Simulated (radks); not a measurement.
Q: Excited configurations of Ir III: one electron is placed in a higher orbital outside [Xe] 4f14 5d6. The ground configuration is [Xe] 4f14 5d7. All-electron calculation, scalar-relativistic Kohn-Sham, PBE, spin-polarised, spherical densities, finite nucleus; open shells are filled with parallel spins first (spin-orbit coupling, left out, can overturn this in heavy ions); Fermi nuclear charge, rms radius 5.4032 fm. Program: a radial shooting solver on a logarithmic mesh with Libxc functionals. Excitation = E - E(ground); binding = E(ion) - E, where the ion is the core of charge +3; n* = 3/sqrt(2 binding) in atomic units, and the quantum defect is n - n*.

| outer orbital | excitation (eV) | binding (eV) | n* | quantum defect | eigenvalue (eV) | <r> (bohr) |
|---|---|---|---|---|---|---|
| 5f | 20.532 | 8.521 | 3.791 | 1.209 | -6.595 | 5.088 |
| 6s | 1.118 | 27.935 | 2.094 | 3.906 | -23.742 | 2.469 |
| 6p | 9.307 | 19.746 | 2.490 | 3.510 | -16.390 | 3.063 |
| 6d | 17.579 | 11.473 | 3.267 | 2.733 | -9.438 | 4.631 |
| 6f | 23.252 | 5.801 | 4.595 | 1.405 | -4.783 | 8.859 |
| 7s | 16.579 | 12.474 | 3.133 | 3.867 | -10.781 | 5.159 |
| 7p | 19.036 | 10.016 | 3.496 | 3.504 | -8.611 | 6.128 |

Estimate the row for 7d.

A: excitation (eV) 22.115; binding (eV) 6.938; n* 4.201; quantum defect 2.799; eigenvalue (eV) -5.887; <r> (bohr) 8.320. The Delta-SCF ionisation energy is 29.053 eV (NIST Atomic Spectra Database: 28 eV, theoretical). Self-interaction in the functional shifts the binding energies and quantum defects, so they are the method's values and not measured ones. Open shells are spherical and high-spin; term and fine-structure splittings are not resolved. Spin-orbit splitting is averaged out at the scalar-relativistic level.
